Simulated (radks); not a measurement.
Cd X, 39 electrons, occupied as [Kr] 4d3.

All-electron calculation, scalar-relativistic Kohn-Sham, PBE, spin-polarised, spherical densities, finite nucleus; open shells are filled with parallel spins first (spin-orbit coupling, left out, can overturn this in heavy ions); Fermi nuclear charge, rms radius 4.6087 fm. Program: a radial shooting solver on a logarithmic mesh with Libxc functionals.

Energy parts (hartree):
| part | energy |
|---|---|
| total | -5570.07776 |
| kinetic | 5797.30597 |
| electron-nucleus | -13219.67203 |
| Hartree | 2000.63624 |
| exchange-correlation | -148.34794 |

Orbitals (lengths in bohr, moments of r in powers of bohr; r(max) is where P^2 peaks):
\begin{tabular}{lrrrr}
orbital & occ. & eigenvalue (hartree) & r(max) & <r^4> \\ \hline
1s up & 1 & -981.1693 & 0.01968 & 4.065e-06 \\
1s down & 1 & -981.1694 & 0.01968 & 4.065e-06 \\
2s up & 1 & -151.2028 & 0.1112 & 0.0007168 \\
2s down & 1 & -151.1672 & 0.1112 & 0.0007167 \\
2p up & 3 & -136.3392 & 0.08899 & 0.0005145 \\
2p down & 3 & -136.3122 & 0.08898 & 0.0005142 \\
3s up & 1 & -33.29882 & 0.3235 & 0.03271 \\
3s down & 1 & -33.28141 & 0.3235 & 0.03263 \\
3p up & 3 & -28.42508 & 0.3166 & 0.03476 \\
3p down & 3 & -28.40498 & 0.3167 & 0.03464 \\
3d up & 5 & -20.82130 & 0.2650 & 0.03233 \\
3d down & 5 & -20.78965 & 0.2652 & 0.03217 \\
4s up & 1 & -9.82054 & 0.7806 & 0.9008 \\
4s down & 1 & -9.67997 & 0.7787 & 0.8999 \\
4p up & 3 & -8.29282 & 0.8198 & 1.176 \\
4p down & 3 & -8.14986 & 0.8179 & 1.182 \\
4d up & 3 & -5.98529 & 0.8910 & 1.980 \\
4d down & 0 & -5.84448 & 0.8893 & 2.022 \\
\end{tabular}

The highest occupied level is 4d up at -162.87 eV. Summed over all electrons, <r^2> = 12.99 bohr^2, which gives a Langevin (diamagnetic) susceptibility term of -10.3 x 10^-6 cm^3/mol. The density falls to 0.001 e/bohr^3 at r = 2.26 bohr.
